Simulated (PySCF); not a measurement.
**How methods differ on the electron affinity of Ni**

Ni⁻ [Ar] 3d9 4s2 (2D) → Ni [Ar] 3d8 4s2 (3F), as a difference of total energies. Calculation: PySCF 2.14, in aug-cc-pVDZ (7s6p4d2f, 59 functions); the non-relativistic Hamiltonian (point nucleus). Correlated levels: valence: [Ar] frozen. The calculations carry no spin-orbit coupling.

Q: Order these methods by the electron affinity they give, lowest first.
A. LC-wPBE
B. PBE0
C. LDA
D. UHF

A: D (-1.401 eV), B (1.271 eV), A (1.545 eV), C (2.510 eV).

A first-order spin-orbit estimate (lowest level to lowest level, LS coupling) adds -0.050 eV.

These non-relativistic numbers lack the scalar-relativistic shift.

Errors of the correlated levels include the incompleteness of this basis and the frozen core.

A negative affinity means that the anion lies above the atom at that level of theory.

In the anion the highest occupied orbital energy is positive at LDA, PBE, PBE0, r2SCAN, M06, revPBE, B97-3, a self-interaction effect; the basis confines that electron, and the energy difference can still be sensible.

For comparison: 1.157 eV (measured; photodetachment measurements, as compiled on the Wikipedia data page of electron affinities).
